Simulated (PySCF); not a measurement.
## Two-dimensional NMR puzzle

Compound of formula C3H5F3O. Correlations simulated from computed shifts and couplings:

HSQC (one-bond C–H):
```tsv
δH	δC	1J(C,H) (Hz)
3.90	62.8	148
2.12	43.3	135
```

COSY cross peaks (|J| ≥ 2 Hz):
```tsv
δH	δH	abs. J (Hz)	bonds
3.90	2.12	8.3	3
```

HMBC (two and three bonds, |J| ≥ 2.5 Hz):
```tsv
δH	δC [abs. J in Hz]
2.12	134.7 [6.5], 62.8 [5.4]
```

Carbons without hydrogens: δ 134.7.

PySCF 2.14 calculation with J: B3LYP/pcJ-1 (spin–dipole term only in couplings to heteroatoms), shielding tensors at KT2/pcSseg-2 (GIAO) and structure optimised with PBE0-D3(BJ)/def2-SVP; averaged over atoms made equivalent by symmetry, fast rotation or ring inversion, non-relativistic, a single conformation, no solvent model.

References, each an isolated molecule treated in the same way: 1H (σ = 31.18 ppm) and 13C (σ = 182.28 ppm) against TMS.

Exchangeable hydrogens are left out of these lists, and C,H couplings along chains are those of one rotamer, so weak HMBC peaks may be missing or extra.

**Question.** Which molecule is this?

**Answer.** `OCCC(F)(F)F`.

Mapped SMILES: `[OH:1][CH2:2][CH2:3][C:4]([F:5])([F:6])[F:7]`. Hydrogens are named by the atom that carries them.

- δC 134.7 is C4, a CF3 carbon.
- δC 62.8 is C2, an sp3 CH2 bonded to O (δH 3.90).
- δC 43.3 is C3, an sp3 CH2 (δH 2.12).
- HMBC from δH 2.12 reaches the proton-free carbon C4.
- COSY links 3.90–2.12.

This is the structure that produced the data.

Exchangeable OH/NH protons stand at their gas-phase positions; hydrogen bonding in a real sample shifts them, mostly to higher δ. Common functionals overestimate the size of one-bond C–F couplings by tens of Hz; these are unscaled. Unscaled 3J(H,H) at this level run about 10 % above measured values. Shifts are as computed. Against solution values, carbons near 30 ppm lie about +3 ppm off and those near 130 ppm about -1 ppm. Of 1211 compounds with measured shifts, 218 miss one by over three times the rms of a fit or turn the order of signals round; such compounds aren't used in these exercises. Chain 3J(H,H) values assume equally populated staggered rotamers: (2 J gauche + J anti)/3.
